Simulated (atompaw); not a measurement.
Before and after: PAW (atompaw) potential for Kr

* Element: krypton
* Generator: atompaw 4.2.0.5
* Type: PAW
* Functional: LDA (PW92)
* Relativity: scalar-relativistic
* Frozen core: [Ar]
* Valence charge: 18
* Reference configuration: 3d10 4s2 4p3 (charge +3)
* Partial waves: 4s (bound): rc 1.70 bohr; 4s channel at -3.95 Ry: rc 1.15 bohr; 4p (bound): rc 1.70 bohr; 4p channel at -1.7 Ry: rc 1.70 bohr; 3d (bound): rc 1.00 bohr; 3d channel at -8.35 Ry: rc 1.00 bohr
* Local potential: bessel scheme, radius 1.65 bohr
* Core correction: smooth core density matched at 1.35 bohr
* Augmentation charge: sinc compensation charge, radius 1.40 bohr; PAW radius 1.70 bohr; waves and projectors: custom rrkj gramschmidtortho

Change: local potential bessel scheme, radius 1.40 bohr.

Cutoffs: the cutoffs (Ry, on a coarse ladder) from which the occupation-weighted sum of valence levels, in a spherical-Bessel basis at the reference potential, stays within 10 and 1 mRy of its value at 400 Ry; they do not see the model core or the augmentation charge, which bear on the density cutoff.

Question: What does the change do?

Answer: The potential gets neither clearly harder nor softer (160 Ry and 260 Ry → 160 Ry and 260 Ry); the bound ghost in s disappears; the range in which the s phases agree narrows (upper end 1.2 → -3.1). A state that the projectors do not describe sees the local part alone, so a deeper or shallower local part can create or remove a ghost.

| quantity | base | changed |
| --- | --- | --- |
| cutoff, loose | 160 Ry | 160 Ry |
| cutoff, tight | 260 Ry | 260 Ry |
| bound ghosts | s | none |
| s: phases at 1.71 bohr within 0.05 rad from the reference energy up to (Ry; the scan ends near 5) | 1.2 | -3.1 |
| p: phases at 1.71 bohr within 0.05 rad from the reference energy up to (Ry; the scan ends near 5) | to the end of the scan | to the end of the scan |
| d: phases at 1.71 bohr within 0.05 rad from the reference energy up to (Ry; the scan ends near 5) | -2.0 | -1.2 |
| lowest overlap eigenvalue by channel | s 0.00, p 0.66, d 1.00 | s 0.00, p 0.64, d 1.00 |

 A true bound ghost makes a file unfit for plane-wave use even where its test errors are small: the radial tests pick states by their node count and pass the ghost by. The cutoffs see the waves, projectors and local potential, not the compensation charge or the core.
